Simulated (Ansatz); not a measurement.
The multiplicity is imposed and other spin states were not computed.

Cartesian coordinates (Å):
```xyz
5

Ag    -0.0559    -0.0109    -0.0147
O      1.4203     1.5788     0.5339
H      2.1571     1.6273    -0.0922
H      1.8341     1.4142     1.3936
H     -1.0732    -1.1684    -0.4022
```
Charge 0, spin multiplicity 1.

Computed with frozen-core CCSD(T)/def2-TZVPP // r2SCAN-D4/def2-SVP (Ansatz, a quantum-chemistry and plane-wave program).

```yaml
HF energy: -222.73528 Ha
MP2 correlation energy: -0.96924 Ha
```

### Question
Estimate the CCSD correlation energy, the (T) correction, the total energy and the T1 diagnostic.

### Answer

| Quantity | Value |
|---|---|
| CCSD correlation energy | -0.94113 Ha |
| (T) correction | -0.03011 Ha |
| CCSD(T) total energy | -223.70651 Ha |
| T1 diagnostic | 0.018 |
